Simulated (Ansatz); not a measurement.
`[NH2][Al]([OH])[OH]` + `O[SiH3]` → `O[SiH2][Al]([OH])[OH]` + NH₃  (formal exchange of groups at the Al–N bond)

Calculated with Ansatz (gas phase, PBE0-D4/def2-TZVP geometries, no zero-point term in ΔE). CCSD(T)/CBS is the MP2 limit (def2-TZVPP, def2-QZVPP) plus CCSD(T) − MP2 in def2-TZVPP, frozen cores. This one scheme is used for every species. Each species was taken in one conformer, which may not be the lowest.

```json
{"species": "`[NH2][Al]([OH])[OH]`", "HF/def2-TZVPP energy (Eh)": "-448.69355"}
{"species": "`O[SiH3]`", "HF/def2-TZVPP energy (Eh)": "-366.21048"}
{"species": "`O[SiH2][Al]([OH])[OH]`", "HF/def2-TZVPP energy (Eh)": "-758.64203"}
{"species": "NH₃", "HF/def2-TZVPP energy (Eh)": "-56.22104"}
```

(1) Work out ΔE.

Largest T1 diagnostic among the species: 0.013.

Answers

(1) ΔE = (-758.64203) + (-56.22104) − (-448.69355) − (-366.21048) = 0.04096 Eh = +107.5 kJ/mol. CCSD(T)/CBS gives +89.1 kJ/mol.

In def2-TZVPP, CCSD(T) changes the Hartree–Fock value by −17.9 kJ/mol (the triples alone add −3.2 kJ/mol) and MP2 by −9.6 kJ/mol. From PBE to PBE0 (25 % exact exchange), in def2-TZVPP and without D4, ΔE moves by +8.5 kJ/mol.
